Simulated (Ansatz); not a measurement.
## doublet F: levels of theory in one basis

A single F atom.

Basis set: STO-3G (spherical functions). Correlated methods keep 1 orbital frozen. Correlation on ROHF uses semicanonical orbitals with singles. Charge 0, multiplicity 2.

Computed with Ansatz (development build ahead of 0.2.0); each method stands on the lowest determinant of its kind that the runs found.

| method | E − E(ROHF) (eV) | <S²> of the determinant |
| --- | --- | --- |
| ROHF | 0.00 | 0.75 |
| ROHF-MP2 | 0.00 | – |
| ROHF-CCSD(T) | 0.00 | – |
| ROHF-CCSDT | 0.00 | – |
| ROHF-CCSDT(Q) | 0.00 | – |

**Question.** Is a single determinant a sound starting point here?

**Answer.** By this sign, yes. Unrestricted orbitals gain 0.00 eV and <S²> is 0.75 against 0.75 for a pure state.
